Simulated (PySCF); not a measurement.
**Molecular orbitals of KGe**

PBE at R = 3.101 Å; basis K def2-SVP, Ge def2-SVP; no relativity; PySCF 2.14. State: ⁴Σ⁻ (quartet), unpaired electrons σ ↑, π ↑↑. Only the outer orbitals are listed, counted within each symmetry.

```
spin  orbital  occ.  ε (eV)  on K (%)          main shells (%)
   α       5π     1  -19.59       100                  100 K p
   α       5π     1  -19.59       100                  100 K p
   α      11σ     1  -19.56        99                  100 K p
   α      12σ     1   -9.95         2                  97 Ge s
   α      13σ     1   -3.36        27          72 Ge p, 26 K s
   α       6π     1   -2.91        10                  90 Ge p
   α       6π     1   -2.91        10                  90 Ge p
   α      14σ     0   -1.99        84  62 K s, 22 K p, 16 Ge p
   α       7π     0   -0.33        95                   92 K p
   α       7π     0   -0.33        95                   92 K p
   β       5π     1  -19.54       100                  100 K p
   β       5π     1  -19.54       100                  100 K p
   β      11σ     1  -19.48       100                  100 K p
   β      12σ     1   -8.23         5                  95 Ge s
   β      13σ     0   -2.06        64          63 K s, 35 Ge p
   β       6π     0   -1.17        20          80 Ge p, 16 K p
   β       6π     0   -1.17        20          80 Ge p, 16 K p
```

Q: Which are the highest filled and the lowest empty level, where do they sit, and how wide is the gap?

A: Highest filled α 6π at -2.91 eV (in %: 90 Ge p); lowest empty β 13σ at -2.06 eV (in %: 63 K s, 35 Ge p); the gap at PBE is 0.85 eV.

- bond order (Mayer): 0.86
- ⟨S²⟩: 3.751
- charge on K (Mulliken, basis-dependent): 0.47
- charge on K (Löwdin, basis-dependent): 0.30
- dipole moment (positive dipole means K(−)Ge(+)): -8.36 D
- polarisability along the bond: 196.4 bohr³
- polarisability across the bond: 88.4 bohr³

Spin–orbit coupling is left out. The state was picked by a PBE0 search and need not be the measured ground state.
